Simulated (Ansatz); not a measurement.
Ansatz (a quantum-chemistry and plane-wave program) input (PBE0/def2-TZVPD):

Ansatz 0.2 input:
```yaml
crystal:
  periodic: [false, false, false]
  atoms:
    - {symbol: Nb, position_ang: [-0.00000000, -0.00000000, -0.33977261]}
    - {symbol: F, position_ang: [0.00000000, 0.00000000, 1.54785298]}
basis:
  gaussian:
    orbitals: def2-TZVPD
hamiltonian:
  xc: {name: PBE0}
magnetization: {spin_polarized: true, initial_magnetization: 4}
output: {forces: true}
```

End of the output:

```
568 factors; their error is unknown
mean field: 0.23 GiB planned
mean field evaluation 1: about -4261.8688 eV, gradient 2.4e1 eV
mean field evaluation 2: about -4257.1523 eV, gradient 4.8e1 eV
mean field evaluation 4: about -4264.1304 eV, gradient 1.7e0 eV
mean field evaluation 8: about -4264.1891 eV, gradient 9.1e-2 eV
mean field evaluation 16: about -4264.1892 eV, gradient 4.5e-5 eV
mean field evaluation 32: about -4264.1080 eV, gradient 1.2e0 eV
mean field -4264.18918461 eV, -156.7060621632 hartree, gradient 9.9e-6 eV, S^2 6.005390; 3 other end points of the search recorded, 0 dependent functions left out
the calculation of the forces begins
reference -4264.18921830 eV, -156.7060634012 hartree; 13, 9 occupied and 67, 71 virtual orbitals, 568 factors
Total energy: -4264.18921830 eV, -156.7060634012 hartree
Atom 0 at    -0.000000    -0.000000    -0.339773 Å, force    -0.000000     0.000000     0.262180 eV/Å
Atom 1 at     0.000000     0.000000     1.547853 Å, force     0.000000    -0.000000    -0.262180 eV/Å
Dipole moment:     0.000000     0.000000    -0.622570 e Å
```

The spin state was set by rule; other spins were not relaxed.
